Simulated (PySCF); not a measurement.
**Correlation energy of C²⁺ (carbon, charge +2)**

[He] 2s1 3d1, high-spin 3D determinant (an excited configuration). Calculation: PySCF 2.14, in aug-cc-pVDZ; no relativity, point nucleus. Frozen: 1s2; 2 electrons correlated.

With two correlated electrons CCSD is exact within the correlated space (frozen core and kept virtual orbitals).

| level | correlation energy (mhartree) |
| --- | --- |
| CCSD | -6.40 |

Diagnostics: T1 = 0.0019, D1 = 0.0031, largest double amplitude 0.095.

The outer electron is Rydberg-like, and this basis confines it to a smaller radius and binds it less than a complete one would.

Cost of the coupled-cluster step: roughly 0.1 core-seconds, for 2 correlated electrons.

Iterations:

```
CC2 = 0
CCSD nocc = (np.int64(2), np.int64(0)), nmo = (22, 22)
frozen orbitals [[0], [0]]
max_cycle = 100
direct = 0
conv_tol = 1e-08
conv_tol_normt = 1e-06
diis_space = 8
diis_start_cycle = 0
Init t2, MP2 energy = -0.00191733154231683
Init E_corr(UCCSD) = -0.00191733154236389
cycle = 1  E_corr(UCCSD) = -0.00307067802121477  dE = -0.00115334648  norm(t1,t2) = 0.0269602
cycle = 2  E_corr(UCCSD) = -0.00387353810468832  dE = -0.000802860083  norm(t1,t2) = 0.0204814
cycle = 3  E_corr(UCCSD) = -0.00636456629339096  dE = -0.00249102819  norm(t1,t2) = 0.0157724
cycle = 4  E_corr(UCCSD) = -0.00636909833443363  dE = -4.53204104e-06  norm(t1,t2) = 0.00190076
cycle = 5  E_corr(UCCSD) = -0.00641513193674515  dE = -4.60336023e-05  norm(t1,t2) = 0.000557154
cycle = 6  E_corr(UCCSD) = -0.00639108745230948  dE = 2.40444844e-05  norm(t1,t2) = 0.000113273
cycle = 7  E_corr(UCCSD) = -0.00639738468559307  dE = -6.29723328e-06  norm(t1,t2) = 3.93393e-05
cycle = 8  E_corr(UCCSD) = -0.00639731770180686  dE = 6.69837862e-08  norm(t1,t2) = 5.19491e-07
cycle = 9  E_corr(UCCSD) = -0.00639731274882905  dE = 4.95297781e-09  norm(t1,t2) = 5.30824e-08
UCCSD converged
E(UCCSD) = -35.2294447492274  E_corr = -0.006397312748829045
```
